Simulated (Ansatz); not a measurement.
Hf5⁺. Total charge 1; doublet. Geometry r2SCAN-D4/def2-SVP; atoms count from 1.

```xyz
5

Hf   -0.936   -0.288   -1.282
Hf    1.370   -1.792   -0.608
Hf   -1.397    1.770    0.611
Hf   -0.293   -0.713    1.417
Hf    1.256    1.023   -0.138
```

In the def2 sets Hf takes a core potential; there is no spin–orbit coupling. The charge 1 doublet is spin-contaminated (final ⟨S²⟩ up to 1.87, 0.75 for a pure state). No other spin state of charge 1 was run. The geometry of the doublet was relaxed on an unsound state (⟨S²⟩ 1.96, where a pure state has 0.75). The structure comes from a short search, and lower isomers may exist.

Question: Estimate the Mulliken populations from the PBE0/def2-TZVP orbitals of Ansatz.

Answer: 
```csv
atom,charge (e),spin (α − β),d electrons
Hf1,0.19,-0.03,2.49
Hf2,0.22,0.09,2.27
Hf3,0.22,0.09,2.27
Hf4,0.19,-0.03,2.49
Hf5,0.19,0.89,2.46
```
Mulliken values and Mayer orders depend strongly on the basis.

Question: Where does the spin sit?

Answer: Summed by element: Hf 1.00, of 1 unpaired in all. Largest on single atoms: Hf5 0.89, Hf3 0.09, Hf2 0.09.

Question: And the Mayer bond orders between bonded heavy atoms (over 0.3)?

Answer: Hf1–Hf2 1.33 (2.83 Å); Hf1–Hf3 1.34 (2.83 Å); Hf1–Hf4 1.12 (2.81 Å); Hf1–Hf5 1.11 (2.80 Å); Hf2–Hf4 1.33 (2.83 Å); Hf2–Hf5 1.28 (2.86 Å); Hf3–Hf4 1.33 (2.83 Å); Hf3–Hf5 1.28 (2.86 Å); Hf4–Hf5 1.12 (2.80 Å). Values over 0.3 also appear between atoms too far apart for a bond (Hf2–Hf3 0.43 at 4.67 Å); they arise where an orbital or an unpaired electron spreads over both atoms.
